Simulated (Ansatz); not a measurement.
A trace of molecular dynamics of ClH₃OSn (6 atoms, charge 0, multiplicity 1).

These are results of Ansatz 0.2.0, RHF/def2-SVP, not measurements.

```
ensemble        : NVT, Nosé–Hoover chain
set temperature : 1000 K
thermostat      : time constant 100 fs, chain length 3 (defaults)
seed            : 773201
```

```tsv
time (fs)	T (K)	potential energy less start (eV)	conserved less start (meV/atom)
0	1000	0.000	0.00
8	143408	12.191	16085.50
16	57240	12.647	16056.57
24	30108	12.580	16053.68
32	15472	12.867	16055.07
40	8999	12.597	16053.63
48	5823	12.259	16050.94
56	3476	12.369	16051.75
64	2155	12.472	16052.80
72	1703	12.319	16050.42
80	1209	12.323	16050.93
88	953	12.279	16050.18
96	697	12.288	16050.06
104	482	12.322	16050.29
112	449	12.279	16049.82
120	378	12.267	16049.78
128	302	12.272	16050.05
136	295	12.244	16049.65
144	176	12.285	16049.91
152	146	12.288	16049.90
160	221	12.231	16049.30
```

Can this run be trusted? Judge the integration.

The conserved energy changed by up to 16000 meV per atom, so the integration failed: the time step of 4 fs is too long for the fastest motions that this run met, and the later frames carry no physical meaning.

Run time: 83 s on 1 thread of Arm Neoverse V1, with other jobs on the host, peak memory 0.15 GiB.
